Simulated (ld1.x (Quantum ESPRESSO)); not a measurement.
# Configuration tests for Be (PAW)

Be (Z = 4), PAW, made with ld1.x (Quantum ESPRESSO) 7.5 (PBE, scalar-relativistic). Core [He], reference 2s2 2p0. Waves: 2s (bound): rcut 1.85, rcutus 2.10 bohr; 2s channel at 2.15 Ry: rcut 1.85, rcutus 2.10 bohr; 2p (bound, empty): rcut 3.65, rcutus 4.20 bohr; 2p channel at 1.05 Ry: rcut 3.65, rcutus 4.20 bohr; 3d channel at 0.35 Ry: rcut 3.75, rcutus 4.30 bohr. Local part: all-electron potential smoothed inside 3.50 bohr (lloc = -2). Core correction: a·sin(br)/r model core, default radius (ld1.x builds one for every PAW set, though the input has nlcc=.false.). Augmentation charge: PSQ, inside the norm-conserving radii.

Energies are relative to the spin-unpolarised reference configuration 2s2 2p0; without spin polarisation the order of configurations can differ from experiment.

| valence configuration | charge | ΔE all-electron (eV) | error AE − PS (meV) |
| --- | --- | --- | --- |
| 2s1.5 2p0 | +0.5 | 3.761 | -0.3 |
| 2s1 2p1 | 0 | 3.612 | -0.4 |
| 2s0 2p2 | 0 | 7.251 | +1.0 |
| 2s0 2p1 | +1 | 13.460 | -6.3 |

Task: What are ΔE and the potential's error for 2s1 2p0?

Result: ΔE = 9.551 eV all-electron; the error (AE − PS) is -1.5 meV.

Levels in the configuration 2s0 2p2:

```tsv
level	all-electron (eV)	pseudo (eV)
2p	-2.939	-2.943
```
